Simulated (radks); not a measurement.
Results of a calculation; reference values are marked as such.
Isoelectronic series with 7 electrons, all held in the configuration [He] 2s2 2p3, which need not be the ground one along the series. Level of theory: scalar-relativistic Kohn-Sham, SCAN, spin-unpolarised, spherical densities, finite nucleus; meta-GGA in the generalised Kohn-Sham scheme; Fermi nuclear charge, rms radius of each element as measured or else 0.836 A^(1/3) + 0.57 fm (a radial shooting solver on a logarithmic mesh with Libxc functionals). Total energies (hartree) and mean radii <r> (bohr):

| ion | E (hartree) | 2p | 2s |
|---|---|---|---|
| N | -54.46459 | 1.478 | 1.318 |
| O+ | -74.41060 | 1.109 | 1.082 |
| F2+ | -97.63430 | 0.8964 | 0.9159 |
| Ne3+ | -124.13316 | 0.7549 | 0.7936 |
| Mg5+ | -186.96111 | 0.5759 | 0.6261 |
| Al6+ | -223.29861 | 0.5152 | 0.5663 |
| Si7+ | -262.92372 | 0.4663 | 0.5170 |
| P8+ | -305.84363 | 0.4259 | 0.4755 |
| S9+ | -352.06400 | 0.3920 | 0.4401 |
| Cl10+ | -401.59120 | 0.3631 | 0.4096 |
| Ar11+ | -454.43495 | 0.3382 | 0.3830 |
| K12+ | -510.60251 | 0.3164 | 0.3597 |
| Ca13+ | -570.10279 | 0.2973 | 0.3389 |
| Sc14+ | -632.94517 | 0.2804 | 0.3204 |
| Ti15+ | -699.13969 | 0.2653 | 0.3038 |
| V16+ | -768.69886 | 0.2517 | 0.2888 |
| Cr17+ | -841.62985 | 0.2394 | 0.2752 |
| Mn18+ | -917.94653 | 0.2283 | 0.2628 |
| Fe19+ | -997.66051 | 0.2182 | 0.2514 |
| Co20+ | -1080.78573 | 0.2088 | 0.2410 |
| Ni21+ | -1167.33627 | 0.2003 | 0.2313 |
| Cu22+ | -1257.32269 | 0.1924 | 0.2224 |
